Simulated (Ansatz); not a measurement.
Species: C6H13S, charge 0, multiplicity 2. It need not be the lowest isomer of its formula. 
Structure (B3LYP-D3(BJ)/def2-TZVP (Ansatz, a quantum-chemistry and plane-wave program) minimum search):
SMILES: CCC[CH]CSC
```xyz
20

C     -3.1649     1.3062    -0.6536
C     -2.1186     0.6968     0.2738
C     -1.3917    -0.4995    -0.3544
C     -0.3736    -1.1231     0.5333
C      0.9716    -1.5031     0.0835
S      2.2805    -0.2404     0.5012
C      1.7589     1.1346    -0.5567
H     -3.6715     2.1502    -0.1825
H     -2.7082     1.6663    -1.5787
H     -3.9252     0.5703    -0.9261
H     -1.3841     1.4563     0.5562
H     -2.5920     0.3730     1.2055
H     -0.9271    -0.1949    -1.2981
H     -2.1543    -1.2445    -0.6337
H     -0.5988    -1.2132     1.5900
H      1.0189    -1.6695    -0.9942
H      1.3419    -2.3980     0.5865
H      2.5047     1.9196    -0.4387
H      0.7886     1.5265    -0.2569
H      1.7294     0.8331    -1.6042
```
Charge 0, spin multiplicity 2.

Dipole moments at this geometry, in debye (magnitudes).

| level | program | dipole (D) |
|---|---|---|
| BHLYP/def2-TZVPD | Ansatz | 1.87 |
| HSE06/def2-TZVPD | Ansatz | 1.88 |
| CAM-B3LYP/def2-TZVPD | Ansatz | 1.86 |
| LC-wPBE/def2-TZVPD | Ansatz | ? |
| CCSD(T)/aug-cc-pV(D+d)Z | Ansatz | ? |

Task: Fill in the missing entries.

Result: 
- LC-wPBE/def2-TZVPD, dipole (D): 1.91
- CCSD(T)/aug-cc-pV(D+d)Z, dipole (D): 1.81
